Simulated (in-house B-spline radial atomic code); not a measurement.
# Functionals against ionisation energies along an isoelectronic series: Pm to Gd³⁺

Ionisation energies as differences of self-consistent total energies from a B-spline radial code for spherical atoms: all electrons, radial basis limit, scalar-relativistic (one-electron X2C), spin-polarised at highest spin, spherical densities; exact exchange is averaged over the determinants of each configuration. No spin-orbit coupling, Breit or QED terms. NIST's values run from ground level to ground level, so in open shells the differences also hold multiplet and fine-structure energies that spherical high-spin averages miss. Columns give computed minus NIST, in eV; a star marks a semi-empirical value. Species are left out where the tabulated value is theory, is uncertain by more than 0.12 eV, or (13 ions, such as In⁴⁺, Te⁴⁺ and Bi⁴⁺) lies off its series for all methods alike, which flatters the means a little.

```
species  shell      NIST (eV)  LDA exchange-only   SCAN  HSE06  wB97X  BHandHLYP   AM05
     Pm     6s           5.58              -0.92  -0.44  -0.16  +0.15      -0.20  -0.15
    Sm⁺     6s  11.08 ± 0.02*                  ?      ?      ?      ?          ?      ?
   Eu²⁺     4f  24.84 ± 0.03*              -0.10  +1.46  +0.53  +0.40      -0.19  +1.20
   Gd³⁺     4f  44.44 ± 0.08*              -0.40  +1.38  +0.54  +0.40      +0.01  +1.04
```

(1) What are the differences for Sm⁺ ([Xe] 4f6 6s1)?

(2) How do the methods rank, and which species is hardest?

## Answers

(1) LDA exchange-only -0.16; SCAN +0.32; HSE06 +0.09; wB97X -0.40; BHandHLYP -0.05; AM05 +0.19 eV.

(2) Mean absolute (signed) differences: BHandHLYP 0.11 (-0.11) eV; HSE06 0.33 (+0.25) eV; wB97X 0.34 (+0.14) eV; LDA exchange-only 0.40 (-0.40) eV; AM05 0.65 (+0.57) eV; SCAN 0.90 (+0.68) eV. For Pm, which loses a 6s electron, the nearest method is off by +0.15 eV, the largest such miss.
